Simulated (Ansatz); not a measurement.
Consider the redistribution: `[CH3][AlH][SiH2]Cl` + `N[SiH2]CCF` → `N[SiH2]C[SiH2]Cl` + `[CH3][AlH][CH2]F`.

Gas-phase electronic energies from Ansatz, PBE0-D4/def2-TZVP geometries. CBS: MP2 limit from def2 TZ/QZ plus the TZ coupled-cluster correction, frozen cores. Functionals use def2-TZVPP. One conformer a species, not always the lowest.

CCSD(T)/CBS gives -4.8 kcal/mol.

(1) Another level gave -3.1 kcal/mol. Which?
A. PBE/def2-TZVPP
B. r2SCAN/def2-TZVPP
C. ωB97M-V/def2-TZVPP
D. HF/def2-TZVPP

Largest T1 diagnostic among the species: 0.010.

Answers

(1) D. HF/def2-TZVPP -3.1, PBE -1.8, ωB97M-V -6.6, r2SCAN -4.2 kcal/mol.

In def2-TZVPP, CCSD(T) changes the Hartree–Fock value by −1.1 kcal/mol (the triples alone add −0.2 kcal/mol) and MP2 by −3.2 kcal/mol. The D4 term adds −1.0 kcal/mol with B3LYP and −0.5 kcal/mol with PBE0; it sums over pairs of atoms, weighted by their polarisabilities, and B3LYP, whose exchange is more repulsive, gets the larger term.

B3LYP here is the variant with VWN-RPA as its local correlation; programs differ in this.
